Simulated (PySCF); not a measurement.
## Correlation energy of B (boron, neutral)

[He] 2s1 2p2, high-spin 4P determinant (an excited configuration). All numbers are calculated (PySCF 2.14, no relativity, point nucleus, in dyall-acv3z). Frozen: nothing; 5 electrons correlated; the 5 highest virtual orbitals of each spin left out.

```json
{"level": "CCSD", "correlation energy (mhartree)": "-63.53"}
{"level": "(T)", "correlation energy (mhartree)": "-0.20"}
{"level": "CCSD(T)", "correlation energy (mhartree)": "-63.73"}
```

Diagnostics: T1 = 0.0031, D1 = 0.0057, largest double amplitude 0.034.

Cost of the coupled-cluster step: roughly 16 core-seconds, for 5 correlated electrons.

Iterations:

```
CC2 = 0
CCSD nocc = (np.int64(4), np.int64(1)), nmo = (71, 71)
frozen orbitals [[71, 72, 73, 74, 75], [71, 72, 73, 74, 75]]
max_cycle = 100
direct = 0
conv_tol = 1e-08
conv_tol_normt = 1e-06
diis_space = 8
diis_start_cycle = 0
Init t2, MP2 energy = -0.0559086823506734
Init E_corr(UCCSD) = -0.0559086823545577
cycle = 1  E_corr(UCCSD) = -0.0617235605006447  dE = -0.00581487815  norm(t1,t2) = 0.0233955
cycle = 2  E_corr(UCCSD) = -0.0629519612688824  dE = -0.00122840077  norm(t1,t2) = 0.00877197
cycle = 3  E_corr(UCCSD) = -0.0635573612972629  dE = -0.000605400028  norm(t1,t2) = 0.00375112
cycle = 4  E_corr(UCCSD) = -0.063525226785692  dE = 3.21345116e-05  norm(t1,t2) = 0.000655439
cycle = 5  E_corr(UCCSD) = -0.0635326784716224  dE = -7.45168593e-06  norm(t1,t2) = 7.04209e-05
cycle = 6  E_corr(UCCSD) = -0.0635310779656497  dE = 1.60050597e-06  norm(t1,t2) = 1.44256e-05
cycle = 7  E_corr(UCCSD) = -0.0635313346351832  dE = -2.56669533e-07  norm(t1,t2) = 1.80674e-06
cycle = 8  E_corr(UCCSD) = -0.063531296087006  dE = 3.85481771e-08  norm(t1,t2) = 3.62228e-07
cycle = 9  E_corr(UCCSD) = -0.0635312969330578  dE = -8.46051729e-10  norm(t1,t2) = 7.59752e-08
UCCSD converged
E(UCCSD) = -24.51619198618363  E_corr = -0.06353129693305776
UCCSD(T) correction = -0.000200520013009875
```
